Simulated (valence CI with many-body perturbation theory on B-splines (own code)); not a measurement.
**Which ion has this spectrum?**

A relativistic CI+MBPT calculation for an atom or ion with 14 electrons gives these levels (× 10³ cm⁻¹):

```
J  Parity       E     g
0    even    0.00      
1    even  3633.1  1.49
2    even  3712.6  1.16
2     odd  5117.9  1.51
1     odd  5350.7  1.05
2     odd  5531.2  0.75
1     odd  5918.1  0.88
2     odd  6538.9  1.28
3     odd  6550.8  1.10
1    even  7053.3  0.45
2    even  7117.0  1.12
2    even  7408.4  1.31
0    even  7583.3      
3    even  8018.7  1.34
```

The energies are calculated, and their last digits are not significant.

Question: Which is it?
A. Au65+
B. Ir63+
C. Pt64+
D. Os62+

Answer: C. Pt64+, ground level (3s^2 3p1/2^2) J=0.
